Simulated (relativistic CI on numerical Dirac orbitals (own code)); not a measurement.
**What each ingredient does to the levels of As¹⁵⁺**

Base calculation: Dirac-Coulomb-Breit CI, orbitals from a KLI potential per configuration, a model potential for QED, unscaled Slater integrals.

Configuration list (outside the closed core [Ne]): 3s²3p⁶, 3s²3p⁵3d, 3s3p⁶3d, 3s²3p⁵4s, 3s²3p⁵4p, 3s²3p⁵4d, 3s3p⁶4s, 3s²3p⁵4f, 3s3p⁶4p, 3p⁶3d², 3p⁵3d³, 3p⁵3d²4s, 3p⁵3d²4p, 3p⁵3d²4d. Double excitations out of closed p, d and f shells are left out; levels of such configurations are missing from the list, as are those of other unlisted configurations, and high levels can miss mixing partners. These lack a partner that the ground configuration has and come out too high: 3s²3p⁵4f.

Variants: (1) configuration mixing switched off; (2) Breit term removed. Shifts of the energy above 3s²3p⁶ ¹S0, in cm⁻¹, for the lowest level and the first level of each name with at least 55 % of one term (blank where a level changes its place among those of its configuration and J or its character, or is not in the variant):

| Level | Base | Δ(1) | Δ(2) |
| --- | --- | --- | --- |
| 3s²3p⁶ ¹S0 | 0 | 0 | 0 |
| 3s²3p⁵3d ³P°0 | 617021 | -306 | +899 |
| 3s²3p⁵3d ³P°1 | 625479 | -304 | +1339 |
| 3s²3p⁵3d ³P°2 | 643197 | -301 | +1890 |
| 3s²3p⁵3d ³F°4 | 653271 | -450 | +1982 |
| 3s²3p⁵3d ³F°3 | 658101 | -456 | +1475 |
| 3s²3p⁵3d ³F°2 | 672204 | -453 | +1470 |
| 3s²3p⁵3d ³D°3 | 702442 | -475 | +1755 |
| 3s²3p⁵3d ³D°1 | 721417 | -461 | +1732 |
| 3s²3p⁵3d ³D°2 | 737640 | -444 | +2570 |
| 3s²3p⁵3d ¹P°1 | 926770 | -123 | +1959 |
| 3s3p⁶3d ³D1 | 1230852 | +184 | +1040 |
| 3s3p⁶3d ³D2 | 1234294 | +182 | +1348 |
| 3s3p⁶3d ³D3 | 1240415 | +171 | +1817 |

At this charge energies of transitions that change n are usually good to better than 1 %, and those within a shell (Δn = 0) to a few per cent.

Ionisation energy from the two ground configurations alone: base 586.538 eV; Breit term removed 586.78 eV. The NIST ASD value (semi-empirical) is 587.6 eV.

LS names give the leading component of a level, which can be under half, so a name can repeat, a term be missing and a line seem to break the LS rules.
